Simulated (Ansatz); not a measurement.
Consider the isomerisation: `C#C[SiH](N)[GaH2]` → `N=C=[CH][GaH][SiH3]`.

Calculated with Ansatz (gas phase, PBE0-D4/def2-TZVP geometries, no zero-point term in ΔE). CCSD(T)/CBS adds triple-zeta CCSD(T) − MP2 to the extrapolated MP2 energy (def2 sets, frozen cores). DFT in def2-TZVPP. HSE06 is defined as in plane-wave codes. For Ga outer-core shells are correlated without core-valence functions, which leaves a few kJ/mol of doubt a bond. Scalar relativity is left out up to krypton. One conformer a species, not always the lowest.

(1) Is it downhill or uphill in electronic energy at CCSD(T)/CBS, and by how much? (Best estimate.)

(2) What do these levels give: LDA (SPW92), BLYP-D4, r2SCAN0-D4, HSE06-D4, CAM-B3LYP-D4, ωB97M-V, r2SCAN, BHLYP, HF/def2-SVP, HF/def2-TZVPP, CCSD/def2-TZVPP, MP2/def2-QZVPP? (An estimate is asked.)

Largest T1 diagnostic among the species: 0.015.

## Answers

(1) The calculation gave: Uphill: ΔE = +8.7 kcal/mol.

(2) The calculation gave: LDA (SPW92) -3.0, BLYP-D4 0.9, r2SCAN0-D4 2.8, HSE06-D4 1.2, CAM-B3LYP-D4 5.3, ωB97M-V 6.6, r2SCAN 0.4, BHLYP 6.2, HF/def2-SVP 5.3, HF/def2-TZVPP 9.5, CCSD/def2-TZVPP 8.5, MP2/def2-QZVPP 10.1 kcal/mol.

From r2SCAN to r2SCAN0 (25 % exact exchange), in def2-TZVPP and without D4, ΔE moves by +2.3 kcal/mol. At CCSD(T), def2-SVP lies −8.6 kcal/mol from the extrapolated value and def2-TZVPP −1.6 kcal/mol.
